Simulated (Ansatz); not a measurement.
The same path of BClFH₃O (7 atoms, charge 0, multiplicity 1) was run twice with different band settings. Lost on the way: B1–Cl2, O5–H7. Made: Cl2–H7.

These are results of Ansatz, RKS revPBE-D4/def2-SVP, not measurements.

Relaxed end points:

```xyz
7
Properties=species:S:1:pos:R:3
B 0.053 -0.063 0.149
Cl -0.069 0.552 1.896
H 1.076 0.220 -0.440
F -1.129 -0.014 -0.546
O 0.187 -1.784 0.450
H -0.656 -2.138 0.090
H 0.075 -1.802 1.429
```

```xyz
7
Properties=species:S:1:pos:R:3
B -0.045 -0.408 -0.613
Cl 0.360 -0.281 3.244
H 0.826 0.426 -0.504
F -0.962 -0.325 -1.588
O -0.089 -1.453 0.271
H -0.839 -2.059 0.104
H 0.287 -0.930 2.112
```

Common settings: movable images 9; climbing image yes; spring 5.0 eV/Å²; optimiser quadratic models (default); start path through a guess of the saddle point; iteration limit 60; end points relaxed.

| run | force threshold |
| --- | --- |
| 1 | 0.03 eV/Å |
| 2 | 0.2 eV/Å |

(1) What does each run give, and how far can it be trusted?

Results:

(1) Run 1: converged after 14 iterations, highest image 0.520 eV above the first end. A vibrational analysis at the climbing image gives one clearly imaginary mode, 834i cm⁻¹: a first-order saddle point.
Run 2: converged after 13 iterations, highest image 0.520 eV above the first end. The threshold of 0.2 eV/Å is loose, so the images may lie well off the minimum-energy path. Another band between the same ends (9 images) ends at a top of the same energy, where a vibrational analysis finds 1 clearly imaginary mode.
The orbitals stay closed-shell, which can raise the energy where a bond breaks towards radicals; this wasn't checked here.
